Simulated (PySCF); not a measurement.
Molfile (atoms numbered from 1):
```
C5H3F3
     RDKit          3D

 11 13  0  0  0  0  0  0  0  0999 V2000
   -0.6559    1.5770    1.5581 F   0  0  0  0  0  0  0  0  0  0  0  0
    0.2429    0.7514    0.9980 C   0  0  1  0  0  0  0  0  0  0  0  0
   -0.2325   -0.5965    0.5024 C   0  0  0  0  0  0  0  0  0  0  0  0
   -1.1571    0.0022   -0.5348 C   0  0  2  0  0  0  0  0  0  0  0  0
   -1.5059   -0.7530   -1.5890 F   0  0  0  0  0  0  0  0  0  0  0  0
    0.2335    0.5961   -0.5068 C   0  0  0  0  0  0  0  0  0  0  0  0
    0.9158   -0.7532   -0.4702 C   0  0  1  0  0  0  0  0  0  0  0  0
    2.1628   -0.8227    0.0231 F   0  0  0  0  0  0  0  0  0  0  0  0
    1.1936    0.8182    1.5155 H   0  0  0  0  0  0  0  0  0  0  0  0
   -1.9955    0.6071   -0.2072 H   0  0  0  0  0  0  0  0  0  0  0  0
    0.8036   -1.4239   -1.3151 H   0  0  0  0  0  0  0  0  0  0  0  0
  1  2  1  0
  2  3  1  0
  3  4  1  0
  4  5  1  0
  4  6  1  0
  6  7  1  0
  7  8  1  0
  6  2  1  0
  6  3  1  0
  7  3  1  0
  2  9  1  1
  4 10  1  1
  7 11  1  6
M  END
```

Geometry: GFN2-xTB; GIAO shifts from PySCF, gas phase, non-relativistic, averaged over equivalent atoms.

At OLYP/pcSseg-1 (151 basis functions, 20 s wall time on 1 thread of an Arm Neoverse V2, shared host):
```
     atoms  δ (ppm)
  F1/F5/F8   -225.0
  C2/C4/C7    107.0
     C3/C6     11.6
H9/H10/H11     5.46
```

References, each an isolated molecule treated in the same way: CFCl3 for ¹⁹F (σref 147.91); ¹³C (σref 183.31), ¹H (σref 31.74) vs TMS.

Predict the values at OLYP/6-311G** on the same geometry.

## Answers


| atoms | δ at OLYP/6-311G** | change |
| --- | --- | --- |
| F1/F5/F8 | -235.8 | -10.8 |
| C2/C4/C7 | 105.5 | -1.5 |
| C3/C6 | 12.1 | +0.5 |
| H9/H10/H11 | 5.41 | -0.05 |

δ = σ(ref) − σ, references computed at the same level: CFCl3 for ¹⁹F (140.08 ppm); TMS for ¹³C (187.46 ppm) and ¹H (32.12 ppm).

The largest change is at F1/F5/F8 (fluorine on an sp3 carbon). Cost: 162 basis functions, 22 s wall time on 1 thread of an Arm Neoverse V2, shared host.

Unscaled 19F shifts against computed CFCl3 carry errors that often reach 10 to 50 ppm.
